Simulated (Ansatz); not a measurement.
The same molecule with X = O, S, Se, Te. Ansatz, PBE0-D4/def2-TZVP geometries, multiplicity 1.

Elements past krypton have def2 core potentials. Scalar relativity is left out up to krypton.

| X | molecule | mean X–B bond length / Å | mean X–C bond length / Å | HOMO energy (PBE0/def2-TZVPP) / eV | HOMO–LUMO gap (ωB97M-V/def2-TZVPP) / eV | LUMO energy (ωB97M-V/def2-TZVPP) / eV |
| --- | --- | --- | --- | --- | --- | --- |
| O | `B1CO1` | 1.327 | 1.500 | -8.29 | 12.11 | 1.48 |
| S | `B1CS1` | 1.737 | 1.862 | -7.66 | 10.57 | 0.76 |
| Se | `B1C[Se]1` | 1.882 | 2.020 | -7.20 | 9.85 | 0.55 |

Task: Give the row for X = Te, `B1C[Te]1`. (Best estimate.)

Result: Ansatz gave: 
```json
{"X": "Te", "molecule": "`B1C[Te]1`", "mean X–B bond length / Å": "2.095", "mean X–C bond length / Å": "2.227", "HOMO energy (PBE0/def2-TZVPP) / eV": "-6.57", "HOMO–LUMO gap (ωB97M-V/def2-TZVPP) / eV": "8.82", "LUMO energy (ωB97M-V/def2-TZVPP) / eV": "0.24"}
```

From O to Te the mean X–B bond length rises at each step, by 0.768 Å in all; the mean X–C bond length rises at each step, by 0.727 Å in all; the HOMO energy (PBE0/def2-TZVPP) rises at each step, by 1.72 eV in all; the HOMO–LUMO gap (ωB97M-V/def2-TZVPP) falls at each step, by 3.29 eV in all; the LUMO energy (ωB97M-V/def2-TZVPP) falls at each step, by 1.24 eV in all. Bonds lengthen as the atom grows down the group.

Spin–orbit coupling is left out; it splits and shifts lone-pair levels of the heavy atoms by tenths of an eV.
